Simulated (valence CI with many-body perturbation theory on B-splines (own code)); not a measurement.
# Basis-set convergence for Pm40+

Computed by configuration interaction combined with many-body perturbation theory (CI+MBPT): three valence electrons over a frozen Dirac-Fock core [Ar], radial functions for each j: 7 s, 7 p, 8 d, 6 f, 4 g, 1 h, with the one-electron correlation potential Σ1, the two-electron term Σ2, the three-electron term Σ3, Breit, model QED; selected CI, second order for the rest, scaled by the run's own slope (own B-spline code, finite nucleus).

No measured spectrum was set against this ion. As an estimate, large intervals hold to a few tenths of a per cent, small ones and those within an open d or f shell to about a per cent. Only levels of the ground parity were solved; by the run's estimate the other parity begins above the list, which can be wrong where configurations are misplaced.

The reference run has the lowest level (3d3/2^3) J=3/2 and an ionisation energy of 2998.30 eV. Its largest variational space holds 4835 state functions.

Levels are named by their leading jj configuration (3d3/2^4 stands for four electrons in 3d with j = 3/2), which in mixed levels can hold well under half, so a name can repeat and another be missing. Letters in brackets count levels of one name in rising energy.

Changed runs:
A. basis 6 s, 6 p, 5 d, 5 f, 1 g
B. basis 5 s, 5 p, 4 d, 4 f

Excitation energies of the reference run in cm⁻¹, and shifts in cm⁻¹:

```tsv
Level	Reference	A	B
(3d3/2^2 3d5/2) J=5/2 [a]	184683	-211	-346
(3d3/2^2 3d5/2) J=3/2	229851	-5.0	+92
(3d3/2^2 3d5/2) J=7/2	243131	-5.9	+65
(3d3/2^2 3d5/2) J=9/2	251542	+111	+324
(3d3/2^2 3d5/2) J=1/2	260558	+76	+259
(3d3/2^2 3d5/2) J=5/2 [b]	383692	+201	+452
(3d3/2 3d5/2^2) J=7/2 [a]	430017	-80	-69
(3d3/2 3d5/2^2) J=9/2	453459	-59	+24
(3d3/2 3d5/2^2) J=3/2 [a]	486096	+35	+107
(3d3/2 3d5/2^2) J=1/2	503431	+171	+449
(3d3/2 3d5/2^2) J=11/2	516847	+211	+611
(3d3/2 3d5/2^2) J=5/2 [a]	529293	+222	+512
Ionisation energy (eV)	2998.30	-0.07	-0.09
```
